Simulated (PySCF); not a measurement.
CH12N2Si3.

```xyz
18

N      2.5916     0.1027    -0.3464
Si     1.2113     0.9503     0.2740
C     -0.3038    -0.1874     0.2703
N     -0.2522    -1.2076     1.3428
Si    -1.9114     0.7856     0.4976
Si    -0.3983    -1.1033    -1.3881
H      3.2488     0.5877    -0.9450
H      3.0530    -0.6307     0.1783
H      1.3735     1.3987     1.7011
H      1.0420     2.1478    -0.6052
H      0.5449    -1.8324     1.2259
H     -0.1533    -0.7736     2.2607
H     -2.0553     1.8130    -0.5802
H     -1.8765     1.4903     1.8201
H     -3.0919    -0.1280     0.4813
H      0.6259    -2.1920    -1.4076
H     -1.7453    -1.7244    -1.5813
H     -0.1410    -0.1538    -2.5132
```
Charge 0, spin multiplicity 1.

Geometry optimised at PBE0-D3(BJ)/def2-SVP. A frequency run showed that this geometry is not a minimum. The structure was generated by enumeration, and PubChem lists no compound with its InChIKey, so it may never have been made. Other conformers were not sampled.

Level of theory: PySCF with PBE/pcSseg-1. Non-relativistic, no solvent.

Computed absolute GIAO shielding of each atom: isotropic value and principal components (ppm):
```tsv
atom	σ(iso)	σ11	σ22	σ33	span
N1	255.2	233.3	260.6	271.7	38.4
Si2	363.7	303.1	384.2	403.7	100.7
C3	158.1	138.6	150.9	184.7	46.0
N4	224.6	173.6	236.1	264.0	90.4
Si5	404.4	352.6	392.6	467.9	115.3
Si6	396.8	349.8	385.8	454.8	105.0
H7	30.8	23.8	26.3	42.4	18.6
H8	31.0	23.4	28.3	41.2	17.7
H9	26.2	21.6	26.0	31.2	9.6
H10	26.1	22.4	25.2	30.7	8.3
H11	30.6	23.5	29.2	39.1	15.6
H12	30.9	23.8	28.5	40.4	16.7
H13	27.1	23.8	25.1	32.4	8.6
H14	27.2	23.6	25.7	32.4	8.8
H15	27.2	23.5	25.7	32.2	8.7
H16	27.1	23.4	26.2	31.6	8.2
H17	27.2	23.5	25.9	32.1	8.6
H18	27.1	23.9	25.2	32.1	8.2
```
